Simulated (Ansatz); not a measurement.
Consider the redistribution: `COB(F)S` + `CO[SiH2][SnH3]` → `COB(S)OC` + `F[SiH2][SnH3]`.

Computed with Ansatz on PBE0-D4/def2-TZVP structures; ΔE is electronic, products minus reactants. CBS: MP2 limit from def2 TZ/QZ plus the TZ coupled-cluster correction, frozen cores. This one scheme is used for every species. DFT in def2-TZVPP. B3LYP here is the variant with VWN-RPA as its local correlation; programs differ in this. Elements past krypton have def2 core potentials. For Sn outer-core shells are correlated without core-valence functions, which leaves a few kJ/mol of doubt a bond. Each species was taken in one conformer, which may not be the lowest.

| level | ΔE (kJ/mol) | difference from CCSD(T)/CBS |
| --- | --- | --- |
| PBE-D4 | -24.5 | 4.4 |
| r2SCAN-D4 | -26.0 | 2.9 |
| PBE0-D4 | -25.1 | 3.8 |
| B3LYP-D4 | -25.2 | 3.7 |
| ωB97X-V | -27.4 | 1.5 |
| ωB97M-V | -27.1 | 1.8 |
| B2PLYP | -26.4 | 2.5 |
| PBE | -24.5 | 4.4 |
| r2SCAN | -25.9 | 3.0 |
| PBE0 | -25.2 | 3.7 |
| B3LYP | -25.4 | 3.5 |
| HF/def2-TZVPP | -25.0 | 3.9 |
| MP2/def2-TZVPP | -28.0 | 0.9 |
| SCS-MP2/def2-TZVPP | -27.7 | 1.2 |
| CCSD/def2-TZVPP | -26.6 | 2.3 |
| CCSD(T)/def2-TZVPP | -26.8 | 2.1 |
| HF/def2-QZVPP | -26.0 | 2.9 |
| MP2/def2-QZVPP | -29.6 | -0.7 |
| SCS-MP2/def2-QZVPP | -29.3 | -0.4 |
| HF/CBS(def2) | -26.1 | 2.8 |
| MP2/CBS(def2) | -30.1 | -1.2 |
| CCSD/CBS(def2) | -28.7 | 0.2 |
| CCSD(T)/CBS | -28.9 | 0 |

Largest T1 diagnostic among the species: 0.013.
